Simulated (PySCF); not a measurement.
# HBrO: breathing scan

Method: PBE0/[Br def2-TZVP, O def2-TZVP, H def2-TZVP], no relativity, density fitting, PySCF.

Rigid scan from the singlet minimum (Br–H 1.465 Å, Br–O 1.691 Å; H–Br–O 106.1°). Coordinate: all bonds to the central atom scaled together. Energies in kJ/mol from the minimum.

Task: Predict the curve at 0.88, 0.92, 0.96, 1.00, 1.04, 1.08, 1.14, 1.22, 1.35.

Result: 
| scale of all bonds to the centre | E (kJ/mol) | dipole size (D) |
| --- | --- | --- |
| 0.88 | 138.8 | 3.22 |
| 0.92 | 53.7 | 3.47 |
| 0.96 | 11.8 | 3.67 |
| 1.00 | 0.0 | 3.83 |
| 1.04 | 9.2 | 3.96 |
| 1.08 | 32.6 | 4.06 |
| 1.14 | 84.5 | 4.15 |
| 1.22 | 169.2 | 4.21 |
| 1.35 | 313.1 | 4.21 |

At long bonds a restricted determinant can lie too high, and another spin state can fall below this curve.

Other isomers or separated fragments may lie lower.
